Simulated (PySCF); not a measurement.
These are B3LYP-D3(BJ)/def2-TZVP // PBE0-D4/def2-TZVP (PySCF) values and carry that method's errors. Isolated molecules, 0 K electronic values unless said otherwise. One relaxed conformer stands for a flexible species; it need not be the lowest. B3LYP has the VWN-RPA correlation part, as in Gaussian. Excitations are Tamm–Dancoff values on a coarser integration grid. The basis has no diffuse functions, so Rydberg states are missing or too high.

Reference species (SMILES): `[SiH2](O)[SeH]` (H–O–Si–Se torsion 47°, O–Si–Se–H torsion -98°) (neutral, multiplicity 1).

```json
{
  "T1 excitation (TDA)": "4.94 eV",
  "HOMO": "-7.02 eV",
  "S1 oscillator strength": "0.003"
}
```

Changed species: `CC(=O)[SiH2]O` (O–C–Si–O torsion 0°, C–Si–O–H torsion 0°) (X = acetyl; the reference has X = selanyl).

### Question
Give the shifts of the T1 excitation (TDA), HOMO and S1 oscillator strength.

### Answer
the T1 excitation (TDA) falls by 1.95 eV, to 2.99 eV; the HOMO hardly moves; the S1 oscillator strength is nearly the same.
